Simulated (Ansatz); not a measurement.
Mulliken charges of CH$_{4}$SeSn (`[CH2]1[Se][SnH2]1`) from r2SCAN/def2-TZVPP in Ansatz (PBE0-D4/def2-TZVP geometry).

| atom | x (Å) | y (Å) | z (Å) | charge (e) |
| --- | --- | --- | --- | --- |
| C1 | -0.709 | -0.426 | -0.701 | -0.359 |
| Se2 | -0.356 | -1.692 | 0.809 | -0.290 |
| Sn3 | 0.700 | 0.555 | 0.533 | 0.581 |
| H4 | -1.726 | -0.050 | -0.710 | 0.119 |
| H5 | -0.370 | -0.804 | -1.659 | 0.119 |
| H6 | 0.188 | 1.772 | 1.592 | -0.085 |
| H7 | 2.334 | 0.578 | 0.090 | -0.085 |

By hand: the dipole of these point charges (1 e Å = 4.8032 D).

Σ q r = (0.301, 0.665, -0.098) e Å, of length 0.736 e Å = 3.54 D.

How does the dipole of the full density compare? (An estimate is asked.)

Ansatz gave: (0.122, 0.461, -0.191) e Å, 2.47 D; the point charges give 1.43 times that, at 17° from its direction.

Point charges leave out the atoms' own dipoles, such as those of lone pairs, and Mulliken's split depends on the basis, so the two needn't agree.
